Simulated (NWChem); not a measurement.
System: CH4OSe; SMILES O([SeH])C

Excerpt of the output:

```
             Northwest Computational Chemistry Package (NWChem) 7.3.0
             --------------------------------------------------------

                             Geometry "geometry" -> ""
                             -------------------------

 Output coordinates in angstroms (scale by  1.889725989 to convert to a.u.)

  No.       Tag          Charge          X              Y              Z
 ---- ---------------- ---------- -------------- -------------- --------------
    1 Se                  34.0000    -0.01316100    -0.72606300     0.05327300
    2 H                    1.0000    -0.43121600    -0.82065400    -1.36643600
    3 O                    8.0000     0.64106100     0.95592200    -0.02963500
    4 C                    6.0000    -0.31765100     1.98224300     0.02903700
    5 H                    1.0000    -0.96112700     1.91231300     0.92394000
    6 H                    1.0000     0.24486600     2.92830600     0.06958900
    7 H                    1.0000    -0.96768700     1.99972600    -0.86571800

 Effective nuclear repulsion energy (a.u.)     185.3041891532

                              NWChem Property Module
                              ----------------------

                                 NWChem DFT Module
                                 -----------------

 Summary of "ao basis" -> "ao basis" (spherical)
 ------------------------------------------------------------------------------
       Tag                 Description            Shells   Functions and Types
 ---------------- ------------------------------  ------  ---------------------
 Se                        def2-svpd                15       41   6s5p4d
 H                         def2-svpd                 4        8   2s2p
 O                         def2-svpd                 9       23   4s3p2d
 C                         def2-svpd                 8       20   4s2p2d

            General Information
            -------------------
          SCF calculation type: DFT
          Wavefunction type:  closed shell.
          No. of atoms     :     7
          No. of electrons :    52
           Alpha electrons :    26
            Beta electrons :    26
          Charge           :     0
          Spin multiplicity:     1
          Use of symmetry is: off; symmetry adaption is: off
          Maximum number of iterations: 150
          AO basis - number of functions:   116
                     number of shells:    48
          Convergence on energy requested:  1.00D-06
          Convergence on density requested:  1.00D-05
          Convergence on gradient requested:  5.00D-04

              XC Information
              --------------
                         PBE0 Method XC Functional
                     Hartree-Fock (Exact) Exchange  0.250
          PerdewBurkeErnzerhof Exchange Functional  0.750
            Perdew 1991 LDA Correlation Functional  1.000 local
           PerdewBurkeErnz. Correlation Functional  1.000 non-local

             Grid Information
             ----------------
          Grid used for XC integration:  medium
          Radial quadrature: Mura-Knowles
          Angular quadrature: Lebedev.
          Tag              B.-S. Rad. Rad. Pts. Rad. Cut. Ang. Pts.
          ---              ---------- --------- --------- ---------
          Se                  1.15      112          11.0       590
          H                   0.35       45          13.0       434
          O                   0.60       49          10.0       434
          C                   0.70       49          12.0       434
          Grid pruning is: on
          Number of quadrature shells:   390
          Spatial weights used:  Erf1

      Superposition of Atomic Density Guess
      -------------------------------------

 Sum of atomic energies:       -2513.83031454

      Non-variational initial energy
      ------------------------------

 Total energy =   -2514.905614
 1-e energy   =   -3867.193660
 2-e energy   =    1166.983858
 HOMO         =      -0.261697
 LUMO         =      -0.050562

   convergence    iter        energy       DeltaE   RMS-Dens  Diis-err
 ---------------- ----- ----------------- --------- --------- ---------
 d= 0,ls=0.0,diis     1  -2516.4188906711 -2.70D+03  8.57D-03  3.85D-01
 d= 0,ls=0.0,diis     2  -2516.4164690557  2.42D-03  4.51D-03  4.38D-01
 d= 0,ls=0.0,diis     3  -2516.4551487355 -3.87D-02  1.35D-03  8.18D-02
 d= 0,ls=0.0,diis     4  -2516.4625666429 -7.42D-03  3.90D-04  2.81D-03
 d= 0,ls=0.0,diis     5  -2516.4628939227 -3.27D-04  1.09D-04  2.34D-04
  Resetting Diis
 d= 0,ls=0.0,diis     6  -2516.4629241189 -3.02D-05  2.00D-05  6.09D-06
 d= 0,ls=0.0,diis     7  -2516.4629248797 -7.61D-07  6.74D-06  3.48D-07

         Total DFT energy =    -2516.462924879709
      One electron energy =    -3868.705518914543
           Coulomb energy =     1269.143542507466
    Exchange-Corr. energy =     -102.205137625805
 Nuclear repulsion energy =      185.304189153173

 Numeric. integr. density =       52.000005758893

                       DFT Final Molecular Orbital Analysis
                       ------------------------------------

 Vector   24  Occ=2.000000D+00  E=-3.513616D-01
              MO Center=  1.9D-01,  1.1D+00,  1.3D-02, r^2= 2.8D+00
   Bfn.  Coefficient  Atom+Function         Bfn.  Coefficient  Atom+Function
  ----- ------------  ---------------      ----- ------------  ---------------
    54      0.356162  3 O  px               101     -0.266145  6 H  s
    57      0.255602  3 O  px                14     -0.245799  1 Se py
    77     -0.235306  4 C  px                17     -0.191414  1 Se py
    55      0.191496  3 O  py               109      0.166501  7 H  s
    11      0.156605  1 Se py                78     -0.145067  4 C  py

 Vector   25  Occ=2.000000D+00  E=-3.038530D-01
              MO Center=  1.7D-01,  8.1D-01, -8.8D-02, r^2= 2.4D+00
   Bfn.  Coefficient  Atom+Function         Bfn.  Coefficient  Atom+Function
  ----- ------------  ---------------      ----- ------------  ---------------
    56      0.523293  3 O  pz                59      0.383237  3 O  pz
   109      0.191176  7 H  s                 42      0.184973  2 H  s
    93     -0.183852  5 H  s                 79     -0.173968  4 C  pz
     4     -0.139046  1 Se s                  5     -0.131251  1 Se s
    43      0.122029  2 H  s                 15     -0.108826  1 Se pz

 Vector   26  Occ=2.000000D+00  E=-2.522151D-01
              MO Center= -2.1D-02, -5.9D-01,  1.5D-02, r^2= 2.1D+00
   Bfn.  Coefficient  Atom+Function         Bfn.  Coefficient  Atom+Function
  ----- ------------  ---------------      ----- ------------  ---------------
    16      0.514520  1 Se px                13      0.473328  1 Se px
    10     -0.292478  1 Se px                17     -0.194137  1 Se py
    54     -0.168492  3 O  px                14     -0.146433  1 Se py
    15     -0.138416  1 Se pz                18     -0.137218  1 Se pz
    57     -0.113396  3 O  px                56      0.104919  3 O  pz

 Vector   27  Occ=0.000000D+00  E=-4.986529D-02
              MO Center= -2.7D-02, -6.0D-01,  1.7D-02, r^2= 3.9D+00
   Bfn.  Coefficient  Atom+Function         Bfn.  Coefficient  Atom+Function
  ----- ------------  ---------------      ----- ------------  ---------------
    17      0.556016  1 Se py                76     -0.395670  4 C  s
    20      0.375206  1 Se py                52     -0.352895  3 O  s
    14      0.323488  1 Se py                55      0.251032  3 O  py
     5      0.239594  1 Se s                 58      0.230589  3 O  py
    16      0.218514  1 Se px                 6      0.214757  1 Se s

 Vector   28  Occ=0.000000D+00  E= 5.939478D-04
              MO Center= -4.0D-01, -8.0D-01, -6.6D-01, r^2= 6.6D+00
   Bfn.  Coefficient  Atom+Function         Bfn.  Coefficient  Atom+Function
  ----- ------------  ---------------      ----- ------------  ---------------
     6      1.190333  1 Se s                 53     -0.939266  3 O  s
    76      0.821494  4 C  s                 75      0.563463  4 C  s
     4     -0.382121  1 Se s                110     -0.373061  7 H  s
    15      0.248305  1 Se pz                49     -0.248979  2 H  pz
    60      0.240075  3 O  px               102     -0.229852  6 H  s

 Vector   29  Occ=0.000000D+00  E= 4.128224D-02
              MO Center= -7.5D-01,  1.9D+00,  3.3D-02, r^2= 9.6D+00
   Bfn.  Coefficient  Atom+Function         Bfn.  Coefficient  Atom+Function
  ----- ------------  ---------------      ----- ------------  ---------------
    76      3.631365  4 C  s                 53     -2.748901  3 O  s
    75      2.006937  4 C  s                102     -1.188944  6 H  s
   110     -1.174316  7 H  s                 94     -1.112561  5 H  s
    60      0.757832  3 O  px                20      0.593798  1 Se py
     6      0.437564  1 Se s                107      0.408812  6 H  py

     Multipole analysis of the density
     ---------------------------------

     L   x y z        total         alpha         beta         nuclear
     -   - - -        -----         -----         ----         -------
     0   0 0 0     -0.000000    -26.000000    -26.000000     52.000000

[...]

 DFT Linear Response polarizability / au
 Frequency  =       0.0000000 / au
              X              Y              Z
 -----------------------------------------------
 X      42.9264220     -0.7232443      0.3345374
 Y      -0.7232105     57.7960492      1.8068641
 Z       0.3345408      1.8068703     43.0077133
 -----------------------------------------------
 Eigenvalues =      43.2645841     58.0440502     42.4215501
 Isotropic   =      47.9100615
 Anisotropic =      15.2185057
 -----------------------------------------------

 Magnetic Dipole Response Matrix (nonzero elements):

 Exiting AOResponse driver routine
```

Level: PBE0/def2-SVPD. Structure relaxed at the PBE0/def2-SVP level.

Question: Write an input that gives this output.

Answer: One answer among several that fit: the input that was run:
```
start job
memory heap 200 mb stack 900 mb global 1100 mb
geometry units angstroms noautosym nocenter noautoz
  Se    -0.013161    -0.726063     0.053273
  H     -0.431216    -0.820654    -1.366436
  O      0.641061     0.955922    -0.029635
  C     -0.317651     1.982243     0.029037
  H     -0.961127     1.912313     0.923940
  H      0.244866     2.928306     0.069589
  H     -0.967687     1.999726    -0.865718
end
basis spherical
  * library def2-svpd
end
dft
  xc pbe0
  iterations 150
end
property
  response 1 0.0
end
task dft property
```
